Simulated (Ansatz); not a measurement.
`[CH3][Al]([F])[SiH2]F` + `CO[SiH2][NH][GeH3]` → `CO[SiH2]N[SiH2]F` + `[CH3][Al]([F])[GeH3]`  (redistribution)

Calculated with Ansatz (gas phase, PBE0-D4/def2-TZVP geometries, no zero-point term in ΔE). CCSD(T)/CBS is the MP2 limit (def2-TZVPP, def2-QZVPP) plus CCSD(T) − MP2 in def2-TZVPP, frozen cores. Functionals use def2-TZVPP. B3LYP here is the variant with VWN-RPA as its local correlation; programs differ in this. For Ge outer-core shells are correlated without core-valence functions, which leaves a few kJ/mol of doubt a bond. Scalar relativity is left out up to krypton. Each species was taken in one conformer, which may not be the lowest.

```tsv
level	ΔE (kJ/mol)	difference from CCSD(T)/CBS
r2SCAN-D4	-111.8	-1.7
PBE0-D4	-105.9	4.2
B3LYP-D4	-107.4	2.7
ωB97X-V	-103.8	6.3
ωB97M-V	-113.2	-3.1
PBE	-103.3	6.8
r2SCAN	-112.1	-2.0
B3LYP	-108.4	1.7
HF/def2-TZVPP	-106.4	3.7
MP2/def2-TZVPP	-110.3	-0.2
CCSD/def2-TZVPP	-107.3	2.8
HF/def2-QZVPP	-106.8	3.3
MP2/def2-QZVPP	-112.3	-2.2
SCS-MP2/def2-QZVPP	-107.7	2.4
HF/CBS(def2)	-106.9	3.2
MP2/CBS(def2)	-113.5	-3.4
CCSD(T)/CBS	-110.1	0
```

Largest T1 diagnostic among the species: 0.012.

From PBE to PBE0 (25 % exact exchange), in def2-TZVPP and without D4, ΔE moves by −3.2 kJ/mol.
